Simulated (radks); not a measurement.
Results of a calculation; reference values are marked as such.
Species: W0.9+. Configuration: [Xe] 4f14 5d4 6s(up 1, down 0.1) (fractional occupations, a model configuration).

Code: a radial shooting solver on a logarithmic mesh with Libxc functionals. Model: scalar-relativistic Kohn-Sham, LDA (Slater exchange, Perdew-Wang correlation), spin-polarised, spherical densities, point nucleus; open shells are filled with parallel spins first (spin-orbit coupling, left out, can overturn this in heavy ions).

Energy parts (eV):
total: -438999.05
kinetic: 483685.35
electron-nucleus: -1085281.15
Hartree: 171120.37
exchange-correlation: -8523.61

Orbitals (lengths in bohr, moments of r in powers of bohr; <r^-3> diverges for s and p1/2; r(max) is where P^2 peaks):
orbital  occ.  eigenvalue (eV)   r(max)      <r^2>  <r^-3>
1s up       1        -69446.15  0.01146  0.0004634       -
1s down     1        -69446.13  0.01146  0.0004634       -
2s up       1        -11992.80  0.06571   0.007126       -
2s down     1        -11992.63  0.06571   0.007126       -
2p up       3        -10492.69  0.05390   0.005895   19740
2p down     3        -10492.54  0.05389   0.005895   19740
3s up       1        -2766.456   0.1854    0.04629       -
3s down     1        -2766.382   0.1854    0.04629       -
3p up       3        -2322.314   0.1835    0.04704    4400
3p down     3        -2322.236   0.1835    0.04704    4400
3d up       5        -1810.702   0.1493    0.03900   565.6
3d down     5        -1810.582   0.1493    0.03900   565.6
4s up       1        -575.1953   0.4207     0.2284       -
4s down     1        -575.0298   0.4207     0.2284       -
4p up       3        -429.4527   0.4413     0.2603    1025
4p down     3        -429.2837   0.4413     0.2602    1025
4d up       5        -244.7645   0.4522     0.3036   112.7
4d down     5        -244.5552   0.4522     0.3032   112.7
4f up       7         -40.0728   0.4280     0.4687   19.04
4f down     7         -39.6592   0.4277     0.4599   19.18
5s up       1         -86.4587   0.9629      1.286       -
5s down     1         -84.9261   0.9597      1.270       -
5p up       3         -50.7698    1.093      1.784   146.8
5p down     3         -48.7653    1.087      1.752   150.8
5d up       4         -12.0928    1.500      4.575   7.072
5d down     0          -9.4703    1.478      4.864   7.138
6s up       1         -12.5121    2.543      9.524       -
6s down   0.1         -10.2872    2.615      10.71       -

The highest occupied level is 6s down at -10.287 eV. Spin moment in Bohr magnetons: 4.9.
